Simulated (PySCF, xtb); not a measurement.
Ge(F)2(OH)(NH2) (F2GeH3NO), SMILES [F][Ge]([OH])([NH2])[F].

GFN2-xTB run with xtb at its own geometry gives an orbital gap of 6.98 eV and a dipole moment of 2.68 D.

Coordinates come from a PBE-D3(BJ)/def2-SVP optimisation. This is a generated structure with no PubChem entry under its InChIKey; it may be hypothetical. One conformer was computed; it need not be the lowest.

What does PBE/def2-TZVP run with PySCF give? (The exact figures need the calculation; the answer reports its results.)

gap 5.47 eV (levels -7.17 and -1.70 eV), dipole 1.98 D.
